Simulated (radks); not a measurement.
Q: Species: Hf II. Configuration: [Xe] 4f14 5d1 6s2. Method: scalar-relativistic Kohn-Sham, SOGGA, spin-unpolarised, spherical densities, finite nucleus; Fermi nuclear charge, rms radius 5.347 fm; computed with a radial shooting solver on a logarithmic mesh with Libxc functionals. Some entries of the table are withheld. Estimate them.

| orbital | occ. | eigenvalue (hartree) | <1/r> (bohr^-1) | <r^2> (bohr^2) |
|---|---|---|---|---|
| 1s | 2 | -2397.881 | 83.75 | 0.0004954 |
| 2s | 2 | -410.3990 | 19.56 | 0.007646 |
| 2p | 6 | -360.5294 | 17.85 | 0.006286 |
| 3s | 2 | -93.76328 | 7.235 | 0.04981 |
| 3p | 6 | -78.85826 | 6.710 | 0.05043 |
| 3d | 10 | (1) | 6.349 | 0.04188 |
| 4s | 2 | -19.14995 | 3.066 | 0.2478 |
| 4p | 6 | -14.25803 | 2.792 | (2) |
| 4d | 10 | (3) | 2.475 | 0.3326 |
| 5s | 2 | -2.80224 | 1.175 | (4) |
| 5p | 6 | -1.64174 | 0.9811 | 2.018 |
| 4f | 14 | -0.95913 | 1.919 | (5) |
| 6s | 2 | -0.43305 | 0.4051 | 10.87 |
| 5d | 1 | -0.39038 | 0.6012 | (6) |

A: 
(1) 3d eigenvalue (hartree): -61.18302
(2) 4p <r^2> (bohr^2): 0.2820
(3) 4d eigenvalue (hartree): -7.92976
(4) 5s <r^2> (bohr^2): 1.443
(5) 4f <r^2> (bohr^2): 0.5902
(6) 5d <r^2> (bohr^2): 5.609
